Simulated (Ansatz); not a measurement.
Wavefunction ladder for `C[O][Hf]1234([CH3])([N](C)C)[C@H]5[C@@H]1[C@@H]2[C@@H]3[C@H]54`

Cartesian coordinates in Å:
```
C -2.1949 -2.1495 -1.5529
O -1.3344 -1.1673 -1.0953
Hf 0.0855 -0.0951 -0.3545
C 0.4706 1.3718 -2.0194
N -0.7433 1.1045 1.0806
C -0.3615 1.6167 2.3669
C -2.0565 1.5862 0.7036
C 2.6066 -0.3733 -0.5014
C 2.0364 -1.6423 -0.7425
C 1.4167 -2.0774 0.4484
C 1.6017 -1.0757 1.4254
C 2.3403 -0.0254 0.8386
H -3.1292 -2.1482 -0.9792
H -2.4444 -1.9839 -2.6072
H -1.7444 -3.1459 -1.4643
H 1.1740 2.1651 -1.7447
H 0.8551 0.8952 -2.9289
H -0.4745 1.8605 -2.2901
H -0.3292 2.7170 2.3705
H 0.6256 1.2574 2.6592
H -1.0740 1.3175 3.1518
H -2.0789 2.6832 0.6268
H -2.3649 1.1888 -0.2700
H -2.8250 1.2880 1.4330
H 3.1414 0.2283 -1.2201
H 2.0532 -2.1776 -1.6813
H 0.8804 -3.0056 0.5838
H 1.2335 -1.1074 2.4403
H 2.6342 0.8945 1.3227
```

The species carries charge 0 and has multiplicity 1. Correlated methods include outer-core shells of Hf, which these sets cover unevenly. Hf takes the def2 core potential. Geometry: relaxed with PBE0-D4/def2-TZVP. It is one conformer, not always the lowest. Frozen core, restricted reference, Ansatz.

```tsv
basis	HF (Eh)	MP2 corr.	CCSD corr.	(T)	CCSD(T) total
def2-SVP	-527.22825	-1.85844	-1.94554	-0.07293	-529.24672
def2-TZVPP	-527.78413	-2.32362	-2.37792	-0.11142	-530.27347
def2-QZVPP	-527.80642	-2.49663	–	–	–
```
